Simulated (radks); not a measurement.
Species: Cr. Configuration: [Ar] 3d6 (not the ground configuration).

Method: Dirac Kohn-Sham, PBE, spin-unpolarised, spherical densities, finite nucleus; open shells fill j = l - 1/2 first; Fermi nuclear charge, rms radius 3.6452 fm; computed with a radial shooting solver on a logarithmic mesh with Libxc functionals.

Energy parts (hartree):
| part | energy |
|---|---|
| total | -1050.48075 |
| kinetic | 1062.79994 |
| electron-nucleus | -2510.45127 |
| Hartree | 445.90291 |
| exchange-correlation | -48.73233 |

Orbitals (lengths in bohr, moments of r in powers of bohr; <r^-3> diverges for s and p1/2; r(max) is where P^2 peaks):
| orbital | occ. | eigenvalue (hartree) | <r^-3> | <1/r> | r(max) | <r> | small-component weight |
|---|---|---|---|---|---|---|---|
| 1s1/2 | 2 | -216.0030 | - | 23.88 | 0.04160 | 0.06355 | 7.42e-03 |
| 2s1/2 | 2 | -24.42111 | - | 5.069 | 0.2435 | 0.2929 | 1.33e-03 |
| 2p1/2 | 2 | -20.72336 | - | 5.008 | 0.1961 | 0.2579 | 1.31e-03 |
| 2p3/2 | 4 | -20.40543 | 354.6 | 4.932 | 0.1984 | 0.2607 | 1.29e-03 |
| 3s1/2 | 2 | -2.63618 | - | 1.563 | 0.7777 | 0.9046 | 2.78e-04 |
| 3p1/2 | 2 | -1.61520 | - | 1.430 | 0.7950 | 0.9653 | 2.40e-04 |
| 3p3/2 | 4 | -1.57821 | 41.51 | 1.413 | 0.8020 | 0.9747 | 2.37e-04 |
| 3d3/2 | 4 | -0.04999 | 2.486 | 0.8887 | 0.8516 | 1.782 | 1.10e-04 |
| 3d5/2 | 2 | -0.04753 | 2.430 | 0.8806 | 0.8547 | 1.808 | 1.09e-04 |

The highest occupied level is 3d5/2 at -1.293 eV. The density falls to 0.001 e/bohr^3 at r = 4.31 bohr.
